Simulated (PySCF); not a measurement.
C5H16NSi2, SMILES C[Si](C)N[Si](C)(C)C, doublet, GFN2-xTB optimised geometry.

```
24

C      0.36    -2.73    -1.56
Si     1.04    -1.87     0.00
C      2.95    -1.87     0.00
N      0.55    -0.20     0.00
Si    -0.97     0.53    -0.42
C     -1.18     0.62    -2.32
C     -0.96     2.29     0.31
C     -2.39    -0.50     0.33
H      0.71    -2.21    -2.46
H      0.69    -3.76    -1.62
H     -0.72    -2.72    -1.58
H      3.34    -1.34    -0.87
H      3.34    -2.89    -0.04
H      3.36    -1.40     0.89
H      1.23     0.43     0.40
H     -2.08     1.16    -2.59
H     -1.25    -0.37    -2.75
H     -0.34     1.13    -2.78
H     -0.15     2.89    -0.11
H     -0.83     2.27     1.39
H     -1.89     2.81     0.10
H     -2.31    -0.54     1.41
H     -3.36    -0.09     0.07
H     -2.36    -1.52    -0.04
```

Density from PySCF with unrestricted PBE0/def2-SVP at that geometry.

Minimum of the electron density along straight lines between bonded atoms, close to the bond critical point (lines longer than 1.1 times the sum of covalent radii, or with two minima, are not listed):

```tsv
bond	length / Å	ρ at the minimum / e bohr⁻³	∇²ρ there / e bohr⁻⁵	position (fraction from the first atom)
C1–Si2	1.906	0.109	0.31	0.62
Si2–C3	1.910	0.109	0.30	0.38
Si2–N4	1.743	0.116	0.69	0.40
N4–Si5	1.742	0.117	0.68	0.60
Si5–C6	1.908	0.110	0.31	0.38
Si5–C7	1.904	0.111	0.32	0.38
Si5–C8	1.903	0.111	0.32	0.38
C1–H9	1.088	0.270	-0.96	0.62
C1–H11	1.085	0.272	-0.97	0.62
C3–H12	1.089	0.269	-0.95	0.62
C3–H13	1.085	0.272	-0.98	0.62
C3–H14	1.085	0.272	-0.97	0.62
N4–H15	1.008	0.328	-1.48	0.76
C6–H16	1.086	0.271	-0.96	0.62
C6–H17	1.085	0.272	-0.97	0.62
C6–H18	1.086	0.271	-0.96	0.62
C7–H19	1.086	0.271	-0.96	0.62
C7–H20	1.085	0.272	-0.96	0.62
C7–H21	1.085	0.272	-0.97	0.62
C8–H22	1.085	0.272	-0.97	0.62
C8–H23	1.085	0.271	-0.96	0.62
C8–H24	1.085	0.271	-0.96	0.62
```
